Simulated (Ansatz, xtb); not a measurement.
## Relative energy of two structures of CH2BF2O+

Structure I is a singlet given by its coordinates and structure II is `O[CH+]B(F)F`, a singlet. Both are isolated ions in the gas phase, relaxed with PBE0-D3(BJ)/def2-SVP; the shapes shown needn't be the lowest conformers.

I (Å):

| atom | x (Å) | y (Å) | z (Å) |
| --- | --- | --- | --- |
| C | 0.1341 | 1.5790 | 2.1053 |
| B | 0.5043 | -0.7798 | 2.9871 |
| F | 0.2731 | -1.7037 | 2.1402 |
| F | 1.2691 | 1.7935 | 1.6044 |
| O | -0.1349 | 0.5056 | 2.6340 |
| H | 1.1087 | -0.8080 | 4.0135 |
| H | -0.6068 | 2.3943 | 2.0485 |

Close contacts (Å): C1–F4 1.26, C1–O5 1.23, B2–F3 1.27, B2–O5 1.48, C1–H7 1.10, B2–H6 1.19.

II (Å):

```xyz
7

C     0.5348   -1.3501    2.4880
B     1.0824    0.0540    1.8342
F     0.2333    1.0097    1.6895
F     2.3312    0.0837    1.5171
O    -0.6332   -1.3653    2.9265
H    -0.9466   -2.2122    3.3185
H     1.1486   -2.2680    2.5581
```

Problem. Estimate which is lower in electronic energy at CCSD(T)/def2-SVP + ΔMP2/def2-TZVPP, and by roughly how much.

Solution. The CCSD(T)/def2-SVP + ΔMP2/def2-TZVPP calculation puts structure II lower, by 73.5 kJ/mol.

How the difference moves with the method:

```csv
level,geometry,E(II) − E(I) (kJ/mol),departure from the last row (kJ/mol),"job, with rough time for the two"
GFN2-xTB,GFN2-xTB,+27.4,+100.9,"optimisation, 0.56 s"
HF/STO-3G,GFN2-xTB,−31.7,+41.8,"single point, 1.5 s"
r2SCAN-D4/def2-SVP,GFN2-xTB,−63.5,+10.0,"single point, 7.8 s"
PBE0-D3(BJ)/def2-SVP,PBE0-D3(BJ)/def2-SVP,−64.9,+8.6,"optimisation, 2 min"
HF/def2-SVP,PBE0-D3(BJ)/def2-SVP,−66.5,+7.0,part of the CCSD(T) run
MP2/def2-SVP,PBE0-D3(BJ)/def2-SVP,−73.4,+0.1,part of the CCSD(T) run
CCSD(T)/def2-SVP,PBE0-D3(BJ)/def2-SVP,−75.5,−2.0,single point
CCSD(T)/def2-SVP + ΔMP2/def2-TZVPP,PBE0-D3(BJ)/def2-SVP,−73.5,,"single point, 50 s"
```

GFN2-xTB puts the two in the other order. The largest departure from CCSD(T)/def2-SVP + ΔMP2/def2-TZVPP is that of GFN2-xTB, 100.9 kJ/mol. A small imaginary or near-zero mode remains, so no thermal terms are given. The last row adds to CCSD(T) the change of the MP2 difference between the two basis sets, here +2.0 kJ/mol.

The correlated steps freeze 5 core orbitals. Run with Ansatz 0.2.0, xtb 6.7.1; the last row on 1 thread of AMD EPYC (Zen 3) on a shared host.
